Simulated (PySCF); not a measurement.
Hg(SiH3)2 (singlet state).
Bonds: Hg1–Si2, Hg1–Si6. Hydrogens: H3, H4, H5 on Si2; H7, H8, H9 on Si6.

A GFN2-xTB structure with every atom displaced at random (by about 0.03 Å) was refined with PBE0-D3(BJ)/def2-SVP geometry optimisation, gas phase, def2 core potentials past Kr (PySCF). Values at the start:

```json
{"coordinate": "Hg1–Si2", "start": "2.856 Å"}
{"coordinate": "Hg1–Si6", "start": "2.895 Å"}
{"coordinate": "Si2–H3", "start": "1.437 Å"}
{"coordinate": "Hg1–Si2–H3", "start": "111.6°"}
{"coordinate": "Si2–Hg1–Si6", "start": "175.2°"}
{"coordinate": "H3–Si2–H4", "start": "103.1°"}
```

**Question.** How do these coordinates change at the PBE0-D3(BJ)/def2-SVP level?

**Answer.** 
| coordinate | PBE0-D3(BJ)/def2-SVP (Å or °) | change |
| --- | --- | --- |
| Hg1–Si6 | 2.509 | -0.386 |
| Hg1–Si2 | 2.508 | -0.348 |
| Si2–H3 | 1.498 | +0.061 |
| H3–Si2–H4 | 107.8 | +4.7 |
| Si2–Hg1–Si6 | 179.8 | +4.6 |
| Hg1–Si2–H3 | 111.2 | -0.4 |

The energy falls by 25.3 kcal/mol over 7 energy and gradient evaluations, the largest force component goes from 0.0588 to 1.9e-04 Eh/bohr, and the atoms move by 0.377 Å rms after alignment. The bond that changes most is Hg1–Si6 (ends: mercury bonded to 2 Si; silicon bonded to Hg and 3 H), which shortens by 0.386 Å. Bonds longer at the end by more than 0.005 Å: 5 of 8; shorter: 2. Rotational constants go from 44764, 937.7, 936.6 to 42735, 1221, 1221 MHz.

The run used 98 basis functions and 45 SCF cycles in all.

PBE0-D3(BJ)/def2-SVP frequencies: not computed here.
